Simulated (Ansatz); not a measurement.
Species: sum formula TaOCl, charge 0, multiplicity 3. This is an excited triplet: at this geometry the singlet lies 0.05 eV lower at RI-MP2/CBS(def2-TZVPPD,def2-QZVPPD)+[CCSD(T)-MP2]/def2-TZVPPD. 
Geometry from a B3LYP-D3(BJ)/def2-TZVP (Ansatz, a program for electronic structure) optimisation:
```
Ta
O 1 1.7138
Cl 1 2.3282 2 117.05
```
Charge 0, spin multiplicity 3.

Dipole moments at this geometry, in debye (magnitudes).

```tsv
level	program	dipole (D)
SVWN5/def2-TZVPD	Ansatz	?
BLYP/def2-TZVPD	Ansatz	3.16
revPBE/def2-TZVPD	Ansatz	3.20
B97M-V/def2-TZVPD	Ansatz	3.26
B3LYP/def2-TZVPD	Ansatz	3.45
BHLYP/def2-TZVPD	Ansatz	3.84
r2SCANh/def2-TZVPD	Ansatz	3.54
r2SCAN0/def2-TZVPD	Ansatz	3.71
CAM-B3LYP/def2-TZVPD	Ansatz	3.60
CCSD(T)/def2-SVPD	Ansatz	?
```

Question: Complete the blanks.

Answer: 
- SVWN5/def2-TZVPD, dipole (D): 3.12
- CCSD(T)/def2-SVPD, dipole (D): 3.40
